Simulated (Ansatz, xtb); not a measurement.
**Relative energy of two isomers of C2H4FSi−**

We compare I, `C=C[SiH-]F`, a singlet, with II, `C/C=[Si-]\F`, a singlet. Both are isolated ions in the gas phase, relaxed with BLYP-D3(BJ)/def2-SVPD; each stands in its lowest conformer found.

I (Å):

```xyz
8

C     0.7967    0.3525    1.7667
C    -0.0131    1.3234    1.2634
F    -1.0905   -0.3370   -0.7661
Si   -1.4777    1.1962    0.0165
H     1.5289    0.5370    2.5734
H     0.7537   -0.6782    1.3783
H     0.0929    2.3315    1.7223
H    -0.8011    2.1469   -1.0264
```

II (Å):

```xyz
8

C     0.6857   -1.8288   -1.2667
C    -0.0140   -1.6839    0.0726
F    -2.2914   -3.0039   -0.8400
Si   -1.6255   -2.2174    0.6052
H     0.9554   -0.8484   -1.7349
H     1.6445   -2.4036   -1.2066
H     0.0357   -2.3624   -1.9897
H     0.5760   -1.1572    0.8527
```

**Question.** Estimate which is lower in electronic energy at CCSD(T)/def2-SVPD + ΔMP2/def2-TZVPPD, and by roughly how much.

**Answer.** The CCSD(T)/def2-SVPD + ΔMP2/def2-TZVPPD calculation puts structure II lower, by 2.7 kcal/mol.

How the difference moves with the method:

```json
{"level": "GFN2-xTB", "geometry": "GFN2-xTB", "E(II) − E(I) (kcal/mol)": "+12.3", "departure from the last row (kcal/mol)": "+15.0", "job, with rough time for the two": "optimisation, 0.99 s"}
{"level": "HF/STO-3G", "geometry": "GFN2-xTB", "E(II) − E(I) (kcal/mol)": "+16.1", "departure from the last row (kcal/mol)": "+18.8", "job, with rough time for the two": "single point, 1.9 s"}
{"level": "r2SCAN-D4/def2-SVPD", "geometry": "GFN2-xTB", "E(II) − E(I) (kcal/mol)": "−4.6", "departure from the last row (kcal/mol)": "−1.9", "job, with rough time for the two": "single point, 12 s"}
{"level": "BLYP-D3(BJ)/def2-SVPD", "geometry": "BLYP-D3(BJ)/def2-SVPD", "E(II) − E(I) (kcal/mol)": "−0.8", "departure from the last row (kcal/mol)": "+2.0", "job, with rough time for the two": "optimisation, 1.7 min"}
{"level": "HF/def2-SVPD", "geometry": "BLYP-D3(BJ)/def2-SVPD", "E(II) − E(I) (kcal/mol)": "+2.2", "departure from the last row (kcal/mol)": "+4.9", "job, with rough time for the two": "part of the CCSD(T) run"}
{"level": "MP2/def2-SVPD", "geometry": "BLYP-D3(BJ)/def2-SVPD", "E(II) − E(I) (kcal/mol)": "−5.1", "departure from the last row (kcal/mol)": "−2.4", "job, with rough time for the two": "part of the CCSD(T) run"}
{"level": "CCSD(T)/def2-SVPD", "geometry": "BLYP-D3(BJ)/def2-SVPD", "E(II) − E(I) (kcal/mol)": "−3.1", "departure from the last row (kcal/mol)": "−0.4", "job, with rough time for the two": "single point"}
{"level": "CCSD(T)/def2-SVPD + ΔMP2/def2-TZVPPD", "geometry": "BLYP-D3(BJ)/def2-SVPD", "E(II) − E(I) (kcal/mol)": "−2.7", "departure from the last row (kcal/mol)": "", "job, with rough time for the two": "single point, 2.1 min"}
```

As drawn, II has 1 C–C, 1 C=Si, 1 C–H in place of 1 C=C, 1 C–Si, 1 Si–H.

GFN2-xTB, HF/STO-3G, HF/def2-SVPD put the two in the other order. The largest departure from CCSD(T)/def2-SVPD + ΔMP2/def2-TZVPPD is that of HF/STO-3G, 18.8 kcal/mol. The last row adds to CCSD(T) the change of the MP2 difference between the two basis sets, here +0.4 kcal/mol.

With harmonic frequencies from BLYP-D3(BJ)/def2-SVPD (ideal gas, rigid rotor, one conformer each, 298.15 K, 1 atm): on the last row, ΔE + ΔZPE = −0.7, ΔH = −0.7, ΔG = −0.8 kcal/mol.

The correlated steps freeze 8 core orbitals. Mirror images aren't counted in ΔG. Programs: Ansatz 0.2.0, xtb 6.7.1; the last row on 2 threads of AMD EPYC (Zen 3) on a shared host.
